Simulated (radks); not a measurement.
Ionisation of neutral magnesium, [Ne] 3s2, to [Ne] 3s1 as the strength of local exchange is varied. Calculated with a radial shooting solver on a logarithmic mesh with Libxc functionals: scalar-relativistic Kohn-Sham, Slater X-alpha exchange (alpha = 2/3 is LDA exchange), no correlation, spin-polarised, spherical densities, point nucleus.

| alpha | E(Mg) (hartree) | exchange (hartree) | IE (eV) | -e of the level emptied (eV) | <r> of it (bohr) |
|---|---|---|---|---|---|
| 0.667 | -198.57662 | -14.57016 | 6.498 | 3.876 (3s) | 3.214 |
| 0.743 | -200.24281 | -16.34445 | 6.896 | 4.307 (3s) | 3.135 |
| 0.769 | -200.81550 | -16.95677 | 7.035 | 4.459 (3s) | 3.109 |
| 0.846 | -202.51956 | -18.78613 | 7.455 | 4.921 (3s) | 3.035 |
| 0.972 | -205.33382 | -21.83096 | 8.167 | 5.717 (3s) | 2.923 |
| 1.002 | -206.00860 | -22.56530 | 8.342 | 5.913 (3s) | 2.898 |

NIST Atomic Spectra Database: 7.646 eV (measured). The Delta-SCF value meets it near alpha = 0.88.
